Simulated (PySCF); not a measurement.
## Radial density of Au(2+) (gold, charge +2)

UHF, [Xe] 4f14 5d9, 2D determinant. Computed with PySCF 2.14 in cc-pVDZ-PP with ECP60MDF, with scalar relativity through the core potential. This is the valence pseudo-density: the core potential removes the inner electrons and smooths the orbitals near the nucleus.

```csv
r (bohr),4πr²ρ (e/bohr),4πr²(ρα − ρβ)
0.0735,1.259e-05,0.0000
0.124,9.788e-05,0.0000
0.208,0.001604,0.0001
0.350,0.1015,0.0028
0.588,4.591,0.1048
0.989,16.97,0.7609
1.66,6.777,0.5665
2.80,0.6691,0.0592
4.71,0.007733,0.0000
```

Energies and moments cover only the electrons outside the core potential. Spin-orbit coupling, absent here, splits the open shell strongly.
